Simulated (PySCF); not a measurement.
# How methods differ on the excitation energy of Mg

Mg [Ne] 3s2 (1S) → Mg [Ne] 3s1 3p1 (3P), as a difference of total energies. Computed with PySCF 2.14 in aug-cc-pVTZ with one added diffuse shell each of s, p, d, f type (7s6p4d3f, 66 functions), with no relativity, point nucleus. Correlated levels: valence: [Ne] frozen. The calculations carry no spin-orbit coupling.

```csv
method,excitation energy (eV),error (eV)
UHF,1.792,-0.922
MP2 (valence),2.374,-0.340
SCS-MP2 (valence),2.545,-0.169
CCSD (valence),2.591,-0.123
```

Reference: 2.714 eV (measured; NIST levels, between the centres of gravity of the two terms).

Errors of the correlated levels include the incompleteness of this basis and the frozen core.

With two correlated electrons CCSD is exact in that space.
